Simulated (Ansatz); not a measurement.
System: C2H6FGa, charge 0, multiplicity 1. 
Structure (B3LYP-D3(BJ)/def2-TZVP (Ansatz, a first-principles code) minimum search):
SMILES: [CH3][Ga]([CH3])[F]
```xyz
10

C      1.7450    -0.2389    -0.9039
Ga    -0.0032    -0.0071    -0.0351
C     -1.8841    -0.0656    -0.6041
F      0.1576     0.3450     1.7091
H      1.6527    -0.4538    -1.9677
H      2.2830    -1.0555    -0.4198
H      2.3362     0.6689    -0.7728
H     -2.3572     0.8930    -0.3851
H     -1.9879    -0.2799    -1.6670
H     -2.4104    -0.8314    -0.0321
```

Total electronic energies in hartree. Correlated levels leave the core frozen unless marked. Spin-orbit coupling is left out. Frozen are the shells of the preceding noble gas and the d and f shells that filled before the atom's block. Non-relativistic. CBS(X,Y): correlation extrapolated as X^-3; Hartree-Fock from the larger set.

```csv
level,program,energy (Eh)
HF/STO-3G,Ansatz,-2077.23989
HF/cc-pVDZ,Ansatz,-2101.94427
HF/aug-cc-pVQZ,Ansatz,-2102.09597
BLYP-D4/def2-TZVPD,Ansatz + dftd4,-2104.68039
revPBE-D4/def2-TZVPD,Ansatz + dftd4,-2104.47177
PBE0-D4/def2-TZVPD,Ansatz + dftd4,-2104.20912
r2SCANh-D4/def2-TZVPD,Ansatz + dftd4,-2104.53408
r2SCANh/def2-TZVPD,Ansatz,-2104.53258
HSE06-D4/def2-TZVPD,Ansatz + dftd4,-2104.19896
B2PLYP-D3(BJ)/def2-TZVPD,Ansatz + dftd3,-2104.11210
MP2/6-31G,Ansatz,-2101.95692
MP2/cc-pVDZ,Ansatz,-2102.49121
MP2/cc-pVTZ,Ansatz,-2102.77056
"MP2/CBS(aug-cc-pVTZ,aug-cc-pVQZ)",Ansatz,-2102.8798
RI-MP2/aug-cc-pVTZ,Ansatz,-2102.78888
"RI-MP2/CBS(cc-pVTZ,cc-pVQZ)",Ansatz,-2102.8780
SCS-MP2/6-31G,Ansatz,-2101.95847
SCS-MP2/cc-pVDZ,Ansatz,-2102.48788
SCS-MP2/aug-cc-pVQZ,Ansatz,-2102.85351
CCSD/STO-3G,Ansatz,-2077.43929
CCSD/6-31G,Ansatz,-2101.98828
CCSD(T)/cc-pVDZ,Ansatz,-2102.54530
"CCSD(T)/CBS(aug-cc-pVTZ,aug-cc-pVQZ)",Ansatz,-2102.9272
```

Totals of different functionals don't rank their quality; only differences between species are comparable.
